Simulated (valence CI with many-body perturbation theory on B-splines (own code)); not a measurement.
# Energy levels of Xe²²⁺

Level of theory: valence CI with perturbative core correlation (CI+MBPT): four valence electrons over a frozen Dirac-Fock core [Ar] 3d10, radial functions for each j: 11 s, 11 p, 10 d, 8 f, 5 g, 2 h, with the one-electron correlation potential Σ1, the two-electron term Σ2, the three-electron term Σ3, Breit, model QED; selected CI, second order for the rest, scaled by the run's own slope (own B-spline code, finite nucleus).

No measured spectrum was set against this ion. As an estimate, levels hold to about 250 cm⁻¹ or 0.2 % of their energy and the worst to 1 %, as in measured heavy ions of charge 2 to 7; those with d or f electrons hold less well. Among the levels kept, up to 470 cm⁻¹ of a level comes from second order outside the variational space, and about a tenth of that is noise between levels of different J, which matters for small intervals.

Levels 91 to 135 of 186, with energies above the lowest level, (4s^2 4p1/2^2) J=0. "Leading %" is the weight of the configuration and term that name the level; weights of strongly mixed levels are sums over their largest components and can fall short. In the jj column 3d3/2^4 stands for four electrons in 3d with j = 3/2. Lifetimes count E1, E2, E3, M1 and M2 decay at the calculated energies, and are blank where another channel may lead or the interval is too uncertain; long ones can be off by a factor of two.

```csv
No.,Configuration,Term,J,E (eV),Leading %,Lifetime,Leading jj
91,4s2.4p.4f,3D,3,207.99,24,2.97 ps,4s^2 4p1/2 4f7/2 (32 %)
92,4s.4p2.4d,1D,2,211.39,57,2.36 ps,4s 4p3/2^2 4d5/2 (56 %)
93,4s2.4d2,1G,4,215.44,33,9.09 ps,4s^2 4d5/2^2 (37 %)
94,4s2.4d2,3F,3,215.93,58,2.87 ps,4s^2 4d3/2 4d5/2 (58 %)
95,4s2.4d2,3F,2,216.08,57,2.26 ps,4s^2 4d3/2^2 (29 %)
96,4s2.4d2,3F,4,217.16,39,3.66 ps,4s^2 4p3/2 4f5/2 (30 %)
97,4s2.4d2,1D,2,218.80,45,2.16 ps,4s^2 4d3/2 4d5/2 (35 %)
98,4s2.4d2,3P,0,219.12,80,2.03 ps,4s^2 4d3/2^2 (68 %)
99,4s2.4d2,3P,1,220.53,86,2.24 ps,4s^2 4d3/2 4d5/2 (86 %)
100,4s2.4p.4f,3G,5,221.39,95,4.80 ps,4s^2 4p3/2 4f7/2 (95 %)
101,4s2.4d2,3P,2,222.85,65,2.52 ps,4s^2 4d5/2^2 (60 %)
102,4p3.4d,3F°,2,223.23,38,19.6 ps,4p1/2^2 4p3/2 4d3/2 (81 %)
103,4s2.4p.4f,1F,3,223.86,45,2.60 ps,4s^2 4p3/2 4f5/2 (43 %)
104,4p3.4d,3F°,3,224.62,26,16.3 ps,4p1/2^2 4p3/2 4d3/2 (74 %)
105,4p3.4d,5D°,0,225.09,40,14.5 ps,4p1/2^2 4p3/2 4d3/2 (86 %)
106,4s2.4p.4f,3F,4,225.64,42,2.21 ps,4s^2 4p3/2 4f7/2 (33 %)
107,4s2.4p.4f,3D,1,225.91,87,3.36 ps,4s^2 4p3/2 4f5/2 (87 %)
108,4s2.4p.4f,3D,2,226.18,56,2.75 ps,4s^2 4p3/2 4f5/2 (60 %)
109,4p3.4d,5D°,1,226.25,47,10.4 ps,4p1/2^2 4p3/2 4d3/2 (82 %)
110,4s2.4p.4f,3F,3,226.38,36,2.43 ps,4s^2 4p3/2 4f7/2 (45 %)
111,4p3.4d,5D°,4,227.69,39,15.6 ps,4p1/2^2 4p3/2 4d5/2 (88 %)
112,4p3.4d,3D°,2,229.33,35,10.5 ps,4p1/2^2 4p3/2 4d5/2 (71 %)
113,4s2.4d2,1S,0,230.62,80,2.48 ps,4s^2 4d5/2^2 (72 %)
114,4p3.4d,3G°,3,231.63,25,12.8 ps,4p1/2^2 4p3/2 4d5/2 (52 %)
115,4s2.4p.4f,1D,2,232.91,55,2.65 ps,4s^2 4p3/2 4f7/2 (53 %)
116,4s2.4p.4f,1G,4,234.48,50,1.93 ps,4s^2 4p3/2 4f5/2 (29 %)
117,4p3.4d,3F°,2,235.52,37,16.9 ps,4p1/2 4p3/2^2 4d3/2 (83 %)
118,4p3.4d,1S°,0,235.88,48,15.7 ps,4p1/2 4p3/2^2 4d3/2 (68 %)
119,4p3.4d,3D°,1,236.02,66,13.5 ps,4p1/2 4p3/2^2 4d3/2 (67 %)
120,4p3.4d,3F°,3,236.41,32,22.1 ps,4p1/2 4p3/2^2 4d3/2 (75 %)
121,4p3.4d,3D°,1,237.54,54,9.27 ps,4p1/2^2 4p3/2 4d5/2 (61 %)
122,4p3.4d,3G°,4,238.39,46,23.4 ps,4p1/2 4p3/2^2 4d3/2 (70 %)
123,4p3.4d,3D°,3,238.89,45,14.6 ps,4p1/2 4p3/2^2 4d5/2 (87 %)
124,4p3.4d,3F°,4,239.80,40,19.7 ps,4p1/2 4p3/2^2 4d5/2 (79 %)
125,4p3.4d,1G°,4,241.19,46,21.7 ps,4p1/2 4p3/2^2 4d5/2 (74 %)
126,4p3.4d,3G°,5,241.72,81,28.3 ps,4p1/2 4p3/2^2 4d5/2 (81 %)
127,4p3.4d,3F°,2,243.73,34,14.5 ps,4p1/2 4p3/2^2 4d3/2 (58 %)
128,4p3.4d,1P°,1,244.42,37,5.45 ps,4p1/2 4p3/2^2 4d5/2 (50 %)
129,4s.4p.4d2,5G°,2,244.59,45,20.1 ps,4s 4p1/2 4d3/2^2 (39 %)
130,4p3.4d,3P°,0,246.20,59,8.82 ps,4p1/2 4p3/2^2 4d5/2 (58 %)
131,4s.4p.4d2,5G°,3,246.96,48,32.1 ps,4s 4p1/2 4d3/2^2 (26 %)
132,4p3.4d,3P°,2,247.21,44,3.44 ps,4p1/2 4p3/2^2 4d3/2 (54 %)
133,4p3.4d,3D°,3,248.05,38,3.38 ps,4p1/2 4p3/2^2 4d3/2 (34 %)
134,4p3.4d,3P°,1,249.21,60,3.68 ps,4p1/2 4p3/2^2 4d3/2 (57 %)
135,4p3.4d,3D°,2,249.66,40,12.5 ps,4p1/2 4p3/2^2 4d5/2 (81 %)
```
